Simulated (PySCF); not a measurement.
BH6NSi, AlBClH2N, BClH3NSi, CH5AlN2 and others (calculated)

Calculation on a computer-drawn molecule: optimised geometry and harmonic frequencies of an isolated molecule of the commonest isotopes, restricted reference for singlets and unrestricted otherwise, frozen core in MP2. Program: PySCF 2.14.0.

Common to all runs: charge 0; multiplicity 1.

```json
{"entry": 1, "formula": "BH6NSi", "start_structure": {"atoms_angstrom": [["N", 1.134, 0.0222, -0.9242], ["B", 0.5284, -1.149, -0.9224], ["Si", -1.4102, -1.3398, -1.3717], ["H", 0.6591, 0.9126, -1.1379], ["H", 2.0883, 0.1748, -0.6632], ["H", 1.1993, -2.037, -0.6558], ["H", -2.0307, 0.0014, -1.7149], ["H", -2.3194, -1.884, -0.334], ["H", -1.6566, -2.0978, -2.5933]]}, "given": {"method": "HF", "basis": "cc-pV(D+d)Z", "drawn_bonds_atom": [1, 2, 1, 1, 2, 3, 3, 3], "drawn_bonds_other_atom": [2, 3, 4, 5, 6, 7, 8, 9], "drawn_bonds_order": [1, 1, 1, 1, 1, 1, 1, 1]}, "results": {"optimised_atom_element": ["N", "B", "Si", "H", "H", "H", "H", "H", "H"], "optimised_atom_x [angstrom]": [1.156, 0.5065, -1.47, 0.7102, 2.122, 1.153, -2.081, -2.25, -1.653], "optimised_atom_y [angstrom]": [0.08538, -1.142, -1.304, 0.9522, 0.1852, -2.117, 0.02182, -1.915, -2.164], "optimised_atom_z [angstrom]": [-0.9052, -0.9237, -1.416, -1.125, -0.6676, -0.6379, -1.718, -0.3077, -2.615], "modes_frequency [cm^-1]": [103.6, 235.0, 428.1, 544.8, 632.4, 678.7, 707.8, 968.1, 973.4, 997.8, 1027, 1030, 1220, 1404, 1762, 2262, 2276, 2287, 2667, 3803, 3903], "modes_reduced_mass [dalton]": [1.222, 2.273, 1.066, 2.225, 1.248, 1.642, 1.36, 1.124, 1.19, 1.111, 1.034, 1.038, 1.507, 3.498, 1.214, 1.046, 1.05, 1.024, 1.095, 1.051, 1.099], "rotational_constants [GHz]": [32.24, 4.374, 4.029], "total_energy [hartree]": -371.5948, "convergence_status_largest_gradient_component [hartree/bohr]": 2.025e-05}}
{"entry": 2, "formula": "AlBClH2N", "start_structure": {"atoms_angstrom": [["B", -1.2079, -1.4875, -1.2561], ["N", -0.525, -0.5975, -0.7091], ["Al", 0.4335, 0.6476, 0.0737], ["Cl", 0.7115, 0.5717, 2.1679], ["H", -1.8488, -2.3224, -1.7721], ["H", 1.1028, 1.8265, -0.7002]]}, "given": {"method": "MP2", "basis": "cc-pV(D+d)Z", "drawn_bonds_atom": [1, 2, 3, 1, 3], "drawn_bonds_other_atom": [2, 3, 4, 5, 6], "drawn_bonds_order": [2, 1, 1, 1, 1]}, "results": {"optimised_atom_element": ["B", "N", "Al", "Cl", "H", "H"], "optimised_atom_x [angstrom]": [-1.22, -0.526, 0.4476, 0.7252, -1.863, 1.103], "optimised_atom_y [angstrom]": [-1.503, -0.6034, 0.6633, 0.589, -2.336, 1.829], "optimised_atom_z [angstrom]": [-1.268, -0.6915, 0.09669, 2.182, -1.804, -0.7105], "modes_frequency [cm^-1]": [91.55, 131.1, 241.4, 492.5, 512.3, 657.9, 714.4, 727.0, 737.3, 1808, 2039, 2902], "modes_reduced_mass [dalton]": [4.47, 3.598, 9.575, 1.322, 13.19, 1.66, 2.396, 1.339, 1.331, 5.659, 1.044, 1.174], "rotational_constants [GHz]": [15.54, 2.123, 1.868], "total_energy [hartree]": -782.2902, "convergence_status_largest_gradient_component [hartree/bohr]": 5.175e-06}}
{"entry": 3, "formula": "BClH3NSi", "start_structure": {"atoms_angstrom": [["Si", -0.6734, -0.4517, -0.6212], ["N", -0.6101, 0.7841, 0.3501], ["B", -0.2707, 1.7818, 1.2548], ["Cl", 1.4568, 1.9992, 1.5848], ["H", -0.5416, -0.3278, -2.1092], ["H", -0.7659, -1.8146, -0.236], ["H", -0.9706, 2.4748, 1.7306]]}, "given": {"method": "HF", "basis": "cc-pV(D+d)Z", "drawn_bonds_atom": [1, 2, 3, 1, 1, 3], "drawn_bonds_other_atom": [2, 3, 4, 5, 6, 7], "drawn_bonds_order": [2, 1, 1, 1, 1, 1]}, "results": {"optimised_atom_element": ["Si", "N", "B", "Cl", "H", "H", "H"], "optimised_atom_x [angstrom]": [-0.6453, -0.4088, -0.1889, 1.482, -0.6702, -0.8809, -1.063], "optimised_atom_y [angstrom]": [-0.462, 0.7118, 1.749, 2.17, -0.2994, -1.847, 2.424], "optimised_atom_z [angstrom]": [-0.6554, 0.3347, 1.21, 1.739, -2.115, -0.229, 1.669], "modes_frequency [cm^-1]": [111.3, 123.5, 276.3, 404.4, 733.5, 752.3, 767.9, 902.9, 927.1, 1085, 1187, 1665, 2383, 2385, 2742], "modes_reduced_mass [dalton]": [2.775, 8.209, 1.196, 12.87, 1.636, 1.232, 2.48, 1.516, 2.902, 1.105, 1.383, 11.65, 1.029, 1.057, 1.096], "rotational_constants [GHz]": [23.97, 1.685, 1.605], "total_energy [hartree]": -829.3737, "convergence_status_largest_gradient_component [hartree/bohr]": 2.086e-05}}
{"entry": 4, "formula": "CH5AlN2", "start_structure": {"atoms_angstrom": [["C", -2.2741, 1.5582, -1.8824], ["N", -1.9208, 1.3665, -0.4899], ["Al", -0.9499, 2.487, 0.5829], ["N", -0.0769, 3.5555, 1.6715], ["H", -3.3916, 1.5471, -2.0075], ["H", -1.8427, 2.4417, -2.2825], ["H", -1.955, 0.7042, -2.4418], ["H", -2.2958, 0.5419, -0.0704], ["H", 0.2557, 4.3952, 1.1923]]}, "given": {"method": "HF", "basis": "cc-pV(D+d)Z", "drawn_bonds_atom": [1, 2, 3, 1, 1, 1, 2, 4], "drawn_bonds_other_atom": [2, 3, 4, 5, 6, 7, 8, 9], "drawn_bonds_order": [1, 1, 2, 1, 1, 1, 1, 1]}, "results": {"optimised_atom_element": ["C", "N", "Al", "N", "H", "H", "H", "H", "H"], "optimised_atom_x [angstrom]": [-2.315, -1.923, -0.9805, -0.1248, -3.402, -1.931, -1.918, -2.264, 0.4089], "optimised_atom_y [angstrom]": [1.488, 1.434, 2.591, 3.646, 1.496, 2.397, 0.64, 0.6054, 4.299], "optimised_atom_z [angstrom]": [-1.885, -0.4829, 0.4336, 1.262, -2.001, -2.351, -2.449, -0.0328, 1.779], "modes_frequency [cm^-1]": [119.0, 119.2, 190.4, 286.7, 383.1, 464.0, 487.8, 698.7, 1161, 1185, 1228, 1296, 1515, 1579, 1591, 1624, 3164, 3224, 3247, 3791, 4013], "modes_reduced_mass [dalton]": [5.221, 1.378, 4.28, 3.995, 1.101, 1.221, 1.169, 4.814, 1.249, 3.878, 1.273, 6.443, 1.431, 1.16, 1.043, 1.043, 1.034, 1.106, 1.104, 1.074, 1.087], "rotational_constants [GHz]": [39.27, 2.72, 2.585], "total_energy [hartree]": -391.5675, "convergence_status_largest_gradient_component [hartree/bohr]": 2.561e-05}}
{"entry": 5, "formula": "B2H5NO", "start_structure": {"atoms_angstrom": [["N", -0.8018, -0.894, -1.3473], ["B", 0.4294, -0.4587, -0.8978], ["B", 0.6116, 0.6615, 0.3176], ["O", 0.6881, 0.2726, 1.6056], ["H", -0.8791, -1.5963, -2.0972], ["H", -1.6621, -0.612, -0.9216], ["H", 1.3458, -0.8643, -1.5522], ["H", 0.7484, 1.7921, 0.0721], ["H", 0.7751, 0.9296, 2.2995]]}, "given": {"method": "HF", "basis": "cc-pVDZ", "drawn_bonds_atom": [1, 2, 3, 1, 1, 2, 3, 4], "drawn_bonds_other_atom": [2, 3, 4, 5, 6, 7, 8, 9], "drawn_bonds_order": [1, 1, 1, 1, 1, 1, 1, 1]}, "results": {"optimised_atom_element": ["N", "B", "B", "O", "H", "H", "H", "H", "H"], "optimised_atom_x [angstrom]": [-0.8102, 0.4372, 0.6704, 0.505, -0.947, -1.65, 1.371, 0.9989, 0.6803], "optimised_atom_y [angstrom]": [-0.9492, -0.4314, 0.6752, 0.2726, -1.58, -0.751, -0.7822, 1.828, 0.9488], "optimised_atom_z [angstrom]": [-1.317, -0.972, 0.3249, 1.612, -2.079, -0.8139, -1.657, 0.1318, 2.248], "modes_frequency [cm^-1]": [31.02, 227.7, 324.3, 589.2, 649.0, 653.0, 764.1, 908.4, 978.1, 1022, 1086, 1219, 1270, 1364, 1481, 1764, 2592, 2630, 3810, 3909, 4161], "modes_reduced_mass [dalton]": [2.539, 2.33, 1.725, 1.244, 1.425, 1.807, 2.018, 1.164, 1.204, 1.474, 1.093, 1.564, 1.907, 3.143, 3.436, 1.213, 1.089, 1.094, 1.051, 1.099, 1.066], "rotational_constants [GHz]": [22.68, 3.994, 3.625], "total_energy [hartree]": -181.6750, "convergence_status_largest_gradient_component [hartree/bohr]": 9.596e-06}}
```
